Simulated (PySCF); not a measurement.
## Ti⁺: excitation energy

Ti⁺ [Ar] 3d2 4s1 (4F) → Ti⁺ [Ar] 3d1 4s1 5s1 (4D), as a difference of total energies. All numbers are calculated (PySCF 2.14, no relativity, point nucleus, in dyall-av2z). Correlated levels: valence: [Ar] frozen; virtual orbitals above 40 to 60 times the deepest correlated orbital energy dropped. The calculations carry no spin-orbit coupling.

```
           method  excitation energy (eV)
              UHF                  11.646
              LDA                  12.662
              PBE                  12.557
             PBE0                  12.492
           r2SCAN                  12.924
            B3LYP                  12.591
          wB97X-V                  12.483
             TPSS                  12.694
             PW91                  12.633
    MP2 (valence)                  11.734
SCS-MP2 (valence)                  11.675
```

Problem. How much does correlation contribute at MP2 (valence)?

Solution. 11.734 − (11.646) = 0.088 eV, measured against UHF.

The promoted electron is Rydberg-like, and one or two diffuse shells describe it only roughly, which tends to raise the upper state.
